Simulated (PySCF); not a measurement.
Stepwise substitution at one centre (Si OCH3-C2H5). Gas-phase values, no solvent. One relaxed conformer stands for each flexible species; it need not be the lowest. Strings in code marks are SMILES.

The HOMO from two functionals at the same geometries (B3LYP-D3(BJ)/def2-SVP), both in PySCF: PBE-D3(BJ)/def2-TZVP and TPSSh-D3(BJ)/def2-TZVP. 

```json
[
 {"species": "0 of 4 OCH3 replaced by C2H5 (`CO[Si](OC)(OC)OC`)", "PBE-D3(BJ)/def2-TZVP (eV)": "-6.46", "TPSSh-D3(BJ)/def2-TZVP (eV)": "-7.18"},
 {"species": "1 of 4 OCH3 replaced by C2H5 (`CC[Si](OC)(OC)OC`)", "PBE-D3(BJ)/def2-TZVP (eV)": "-6.36", "TPSSh-D3(BJ)/def2-TZVP (eV)": "-7.05"},
 {"species": "2 of 4 OCH3 replaced by C2H5 (`CC[Si](CC)(OC)OC`)", "PBE-D3(BJ)/def2-TZVP (eV)": "-5.97", "TPSSh-D3(BJ)/def2-TZVP (eV)": "-6.62"},
 {"species": "4 of 4 OCH3 replaced by C2H5 (`CC[Si](CC)(CC)CC`)", "PBE-D3(BJ)/def2-TZVP (eV)": "-6.36", "TPSSh-D3(BJ)/def2-TZVP (eV)": "-6.99"}
]
```

Over these rows, drawn at random from the members with no instability flagged (it was tested for open shells, ions and some series alone), PBE minus TPSSh-D3(BJ): mean +0.67 eV, from +0.63 eV to +0.72 eV.
